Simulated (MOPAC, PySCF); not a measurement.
[Mo(F)4(NH2)2], neutral singlet in the gas phase. 

Cartesian coordinates (Å):
```xyz
11

Mo    -0.0097    -0.0204     0.1819
F     -0.7657     0.7396     1.7332
F      0.2434     1.7641    -0.3832
F      1.5407    -0.2577     1.1939
F     -1.7540    -0.2454    -0.4416
N     -0.1350    -1.9518     0.4118
H     -0.9013    -2.5230     0.0326
H      0.6218    -2.5296     0.8005
N      0.8578    -0.2888    -1.5494
H      1.1429     0.5167    -2.1213
H      1.0974    -1.1813    -1.9948
```
Charge 0, multiplicity 1.

All levels are single points at this geometry (BP86-D3(BJ)/def2-SVP); Pople sets use spherical d functions. Orbital energies aren't observables, and empty levels follow the basis.

| level | HOMO (eV) | LUMO (eV) | gap (eV) | dipole (D) | vertical IE, Delta-SCF (eV) |
|---|---|---|---|---|---|
| B3LYP-D3(BJ)/def2-TZVP in PySCF | -8.66 | -4.47 | 4.19 | 5.94 | – |
| TPSSh-D3(BJ)/def2-TZVP in PySCF | -8.05 | -4.59 | 3.46 | 5.76 | – |
| B3LYP/6-31G* (LANL2DZ on Mo) in PySCF | -8.34 | -4.37 | 3.97 | 5.93 | 10.48 |
| B3LYP/LANL2DZ in PySCF | -8.88 | -5.00 | 3.87 | 6.88 | – |
| M06-2X/6-31G* (LANL2DZ on Mo) in PySCF | -10.14 | -3.47 | 6.67 | 6.45 | – |
| PM7 in MOPAC | -11.41 | -1.15 | 10.26 | 7.78 | – |
